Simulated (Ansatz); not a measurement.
`[OH][Ti]([OH])([OH])[O][SiH3]`. The species carries charge 0 and has multiplicity 1.

```xyz
12

O     0.139    1.019    2.081
Ti   -0.226   -0.293    0.910
O    -1.966   -0.722    1.023
O     0.768   -1.734    1.308
O     0.153    0.262   -0.759
Si    0.543    0.741   -2.268
H     0.752    1.051    2.817
H    -2.667   -0.365    1.569
H     0.515   -2.631    1.531
H     1.611   -0.134   -2.819
H     1.033    2.145   -2.244
H    -0.652    0.661   -3.150
```

Question: List the harmonic frequencies (cm⁻¹, unscaled) at PBE0-D4/def2-TZVP in Ansatz. (Best estimate.)

Answer: Computed: 24, 24, 30, 167, 168, 175, 199, 200, 249, 249, 279, 428, 446, 447, 498, 722, 722, 748, 782, 782, 954, 954, 974, 1071, 2218, 2218, 2221, 3931, 3932, 3938.

Question: Is this a minimum?

Answer: Yes, all 30 modes are real.

Question: Give the ideal-gas thermochemistry at 298.15 K and 1 bar (rigid rotor, harmonic oscillator; point group C3, symmetry number 3).

Answer: Zero-point energy 178.0 kJ/mol; H(298) − E = 210.7 kJ/mol; entropy 448.5 J/(mol·K), of which translation 171.0, rotation 111.3, vibration 166.2; G(298) − E = 77.0 kJ/mol. Modes under 100 cm⁻¹ are hindered rotations or soft bends, so the harmonic entropy is rough.
